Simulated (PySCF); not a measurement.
B(Cl)(vinyl)(OH) (C2H4BClO), SMILES C=CB(O)Cl. Atoms are numbered in the order given.

```xyz
9

B     -0.2169    -0.0377     0.0000
Cl     0.4248    -1.7034     0.0000
C      0.7575     1.1777     0.0000
C      0.2985     2.4369     0.0000
H      1.8398     1.0039     0.0000
H      0.9683     3.3048     0.0000
H     -0.7778     2.6445     0.0000
O     -1.5562     0.1479     0.0000
H     -2.0546    -0.6777     0.0000
```

Geometry optimised at ωB97X-D3(BJ)/def2-SVP. One conformer was computed; it need not be the lowest.

Calculation: PBE/def2-TZVP in PySCF.

Atomic charges (e):

```json
[
 {"atom": "B1", "Löwdin": "-1.11", "meta-Löwdin": "0.25", "Mulliken": "0.26"},
 {"atom": "Cl2", "Löwdin": "0.53", "meta-Löwdin": "-0.12", "Mulliken": "-0.18"},
 {"atom": "C3", "Löwdin": "-0.15", "meta-Löwdin": "-0.22", "Mulliken": "-0.23"},
 {"atom": "C4", "Löwdin": "-0.13", "meta-Löwdin": "-0.19", "Mulliken": "-0.18"},
 {"atom": "H5", "Löwdin": "0.16", "meta-Löwdin": "0.13", "Mulliken": "0.11"},
 {"atom": "H6", "Löwdin": "0.12", "meta-Löwdin": "0.12", "Mulliken": "0.12"},
 {"atom": "H7", "Löwdin": "0.14", "meta-Löwdin": "0.13", "Mulliken": "0.14"},
 {"atom": "O8", "Löwdin": "0.23", "meta-Löwdin": "-0.46", "Mulliken": "-0.35"},
 {"atom": "H9", "Löwdin": "0.21", "meta-Löwdin": "0.36", "Mulliken": "0.32"}
]
```

Computed Mayer and Wiberg (Löwdin basis) orders of the bonds:
```csv
bond,Mayer,Wiberg
B1–Cl2,1.23,2.06
B1–C3,1.07,1.25
C3–C4,1.87,2.09
C3–H5,0.94,0.80
C4–H6,0.95,0.89
C4–H7,0.94,0.88
B1–O8,1.41,2.04
O8–H9,0.86,0.93
```
